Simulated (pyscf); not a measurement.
PySCF, gas phase, ωB97X-D3(BJ)/def2-SVP geometries. Correlated levels are frozen-core, on RHF or UHF. ΔMP2 is the change of the MP2 total energy from the triple- to the quadruple-zeta basis.

Task: `[CH2]1[CH2][SiH2]1` → `[CH2]=[CH][SiH3]`
Surface: singlet. Broken: C–Si, C–H. Formed: H–Si. Give ΔE‡ and ΔE from CCSD(T)/def2-TZVPP + ΔMP2(QZVPP), relative to the reactant's lowest minimum found.

Result: ΔE‡ = 62.8 kcal/mol, ΔE = -8.5 kcal/mol. Zero-point energy shifts the barrier by -3.4 kcal/mol. It is a rearrangement, with an imaginary mode of 740i cm⁻¹. The same reactants have a lower exit, to H₃C–CH₂–SiH: [singlet] (barrier +26.3 kcal/mol at ωB97M-D3(BJ), against +62.1 kcal/mol here). One saddle was located; it need not be the lowest between these sides. The CCSD(T) − MP2 part came from Ansatz, without density fitting, on the same reference.
